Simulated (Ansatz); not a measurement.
Worked example: the barrier

An elementary step of AlH3O3F2, closed shell (AlH₃O₃F₂ ([OH][OH][Al]([OH])([F])[F]) → AlH₃O₃F₂ ([OH2][Al]1([F])([F])[O][OH]1); bonds formed: Al1–O6, O2–H5; bonds broken: H5–O6; bonds weakened to dative contacts: Al1–O2). “Start” is the structure reached by relaxing down from the saddle towards the reactants; PBE0-D4/def2-TZVP structures. The saddle:

Al1  (-0.716, -0.316, -0.030)
O2  (0.693, -0.897, 1.006)
F3  (-0.964, -1.550, -1.104)
F4  (-2.082, 0.269, 0.672)
H5  (1.051, 0.132, 0.830)
O6  (0.585, 1.333, 0.359)
O7  (0.300, 0.924, -1.031)
H8  (1.255, -1.610, 0.692)
H9  (-0.121, 1.715, -1.395)
(Å)

Ansatz 0.2.0; basis: def2-TZVPP and def2-QZVPP; cores frozen in the correlated methods.

Energies in eV:

| quantity | saddle | start |
| --- | --- | --- |
| Hartree–Fock, triple zeta (X = 3) | -18162.06936 | -18163.15097 |
| Hartree–Fock, quadruple zeta (X = 4) | -18162.83953 | -18163.92459 |
| MP2 correlation, X = 3 | -36.11367 | -35.79595 |
| MP2 correlation, X = 4 | -39.27400 | -38.95631 |
| CCSD(T) correlation, X = 3 | -37.52951 | -37.21050 |

(1) Work out the barrier at the basis limit: extrapolate Hartree–Fock as E(X) = E∞ + A exp(−7.88 √X) and the MP2 correlation as E(X) = E∞ + B X^−2.97 (the exponents that Neese and Valeev fitted for def2-TZVPP and QZVPP), then add CCSD(T) − MP2 in triple zeta.

The T1 diagnostic stays at or below 0.014.

Results:

(1) Each step is linear, so take the differences first (saddle − start): Hartree–Fock 1.08161 (X = 3) and 1.08506 (X = 4); MP2 correlation -0.31772 and -0.31769; CCSD(T) correlation -0.31901.
Two points give E∞ = E(4) + w [E(4) − E(3)], with w = 1/(exp(7.88 (2 − √3)) − 1) = 0.1377 for Hartree–Fock and w = 1/((4/3)^2.97 − 1) = 0.7407 for the correlation.
Hartree–Fock: 1.08506 + 0.1377 × 0.00345 = 1.0855 eV.
MP2 correlation: -0.31769 + 0.7407 × 0.00003 = -0.3177 eV.
CCSD(T) − MP2: -0.31901 − (-0.31772) = -0.0013 eV.
Sum: 1.0855 + (-0.3177) + (-0.0013) = 0.7665 eV, or 17.68 kcal/mol. Plain CCSD(T) in triple zeta gives 0.7626 eV, so the larger basis shifts the result by 0.0039 eV.

Labels in which every atom is bracketed show which atoms are joined, not bond orders.

For scale, one of the runs: CCSD(T)/def2-TZVPP, 239 basis functions, launched by `ansatz run in.yaml --threads 8 --pin off --events-out ev --progress --plain --max-ram 19148MiB`. Time: 73 s of wall clock on 8 CPU threads of an Intel Xeon Platinum 8259CL; the host was shared. Peak host memory: 5.1 GiB.
